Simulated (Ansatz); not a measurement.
Frontier orbitals of `[CH3][Zn][BH]F`.

Cartesian coordinates in Å:
```
C -0.974 0.198 -1.487
Zn 0.095 -0.016 0.131
B 1.273 -0.236 1.858
F 0.720 -0.649 2.995
H -0.376 0.018 -2.384
H -1.814 -0.502 -1.501
H -1.384 1.209 -1.559
H 2.460 -0.021 1.947
```

The species carries charge 0 and has multiplicity 1. For Zn the d shell is correlated and the shells below it are frozen. Scalar relativity is left out up to krypton. The geometry is a stationary point of PBE0-D4/def2-TZVP. It is one conformer, not always the lowest. Basis def2-TZVPP, Ansatz.

Orbital energies of one run (eV). Highest occupied ones, from the top: -5.72, -7.64, -9.16, -9.16, -9.88, -11.24, -11.27, -11.62, -11.62, -11.69, -11.73, -11.95, -13.70, -16.36. Empty: -2.97, -1.34, -0.26, -0.10, 1.17, 1.71.

Question: Which functional gave them?
A. LC-ωPBE
B. LDA (SPW92)
C. ωB97X-V
D. HSE06 (plane-wave form)

Answer: B. HOMO energies: LDA (SPW92) -5.72, LC-ωPBE -9.37, HSE06 -6.30, ωB97X-V -8.99 eV.

LC-ωPBE has ω = 0.4 bohr⁻¹.
